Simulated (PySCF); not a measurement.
Magnetic shielding above rings: a mixed set.

NICS = −σ at a ghost point: NICS(0) at the centroid of the ring atoms, NICS(1) 1 Å to either side along the normal of their mean plane, zz for the tensor component along that normal. Level: GIAO PBE0/pcSseg-1 (PySCF, non-relativistic, gas phase) on the GFN2-xTB geometries, one conformer each. Atom numbers follow the mapped SMILES.

Problem. Order these rings by mean NICS(1)zz, lowest (most negative) first (ppm).
A. ring C4–C5–C6–C7–C8 in `[CH3:1][C@@H:2]([OH:3])[CH:4]1[CH:5]=[CH:6][CH:7]=[CH:8]1`
B. ring C4–C5–C6–C7–C9–C10 in `[CH3:1][C:2](=[O:3])[c:4]1[cH:5][cH:6][c:7]([F:8])[cH:9][cH:10]1`
C. ring C3–Si4–C5–S6–Si7 in `[CH:1]#[C:2][C@H:3]1[SiH2:4][CH2:5][S:6][SiH2:7]1`
D. ring C4–C5–C6 in `[CH2:1]=[C:2]([CH2:3][C:4]1=[CH:5][CH2:6]1)[O:7][CH3:8]`
E. ring C5–C6–N7–Si8–C9 in `[CH3:1][C:2](=[O:3])[NH:4][C@@H:5]1[CH2:6][NH:7][SiH2:8][CH2:9]1`
F. ring N6–N7–C8–C9–N10 in `[CH3:1][C:2]([CH3:3])([CH3:4])[CH2:5][n:6]1[n:7][cH:8][cH:9][n:10]1`
G. ring N5–C6–C7–N9–N10 in `[CH3:1][CH2:2][C@H:3]([CH3:4])[n:5]1[cH:6][c:7]([CH3:8])[n:9][n:10]1`

Solution. F (-34.7), G (-31.7), B (-26.6), D (-15.3), A (-12.2), E (-5.4), C (-0.6).

```tsv
SMILES	ring	NICS(0)	NICS(1)	NICS(1)zz	HOMA	rms pucker (Å)	ring atoms with four or more neighbours
CC(C)(C)Cn1nccn1	5-membered ring with 3 N; formal bonds all aromatic	-13.8	-13.5	-34.7	0.99	0.00	0
CC[C@H](C)n1cc(C)nn1	5-membered ring with 3 N; formal bonds all aromatic	-12.0	-12.6	-31.7	0.95	0.00	0
CC(=O)c1ccc(F)cc1	6-membered carbocycle; formal bonds all aromatic	-9.7	-11.2	-26.6	0.99	0.00	0
C=C(CC1=CC1)OC	3-membered carbocycle; formal bonds 1 double, 2 single	-30.6	-7.3	-15.3	–	0.00	1
C[C@@H](O)C1C=CC=C1	5-membered carbocycle; formal bonds 2 double, 3 single	-3.0	-5.7	-12.2	–	0.00	1
CC(=O)N[C@@H]1CN[SiH2]C1	5-membered ring with N and Si; formal bonds all single	-6.0	-3.3	-5.4	–	0.17	4
C#C[C@H]1[SiH2]CS[SiH2]1	5-membered ring with S and 2 Si; formal bonds all single	-6.2	-3.9	-0.6	–	0.21	4
```

NICS(0) gives another order. The isotropic NICS(1) gives another order. HOMA uses Krygowski's 1993 parameters; it is left out where a ring has a four-coordinate atom, a triple bond, no multiple bond or a kind of bond without parameters. NICS(1) and NICS(1)zz are means over the two faces.
